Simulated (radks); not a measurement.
The numbers below are computed, except where a source is named.
Valence configurations of Sc2+ (all share [Ar]). Code: a radial shooting solver on a logarithmic mesh with Libxc functionals. Model: Dirac Kohn-Sham, LDA (Slater exchange, Perdew-Wang correlation), spin-unpolarised, spherical densities, finite nucleus; open shells are shared between the two j in proportion to 2j + 1; Fermi nuclear charge, rms radius 3.5459 fm. Order these by energy: 3d0.5 4p0.5; 4s1; 3d0.5 4s0.5; 4s0.5 4p0.5; 4p1; 3d1.

Answer. From the lowest, in eV above it: 3d1 0.000; 3d0.5 4s0.5 1.388; 4s1 3.417; 3d0.5 4p0.5 3.543; 4s0.5 4p0.5 5.669; 4p1 7.925. NIST lists [Ar] 3d1 as the ground configuration; this level of theory agrees among the configurations tried. The energies are those of spherical spin-averaged densities, not of single terms.
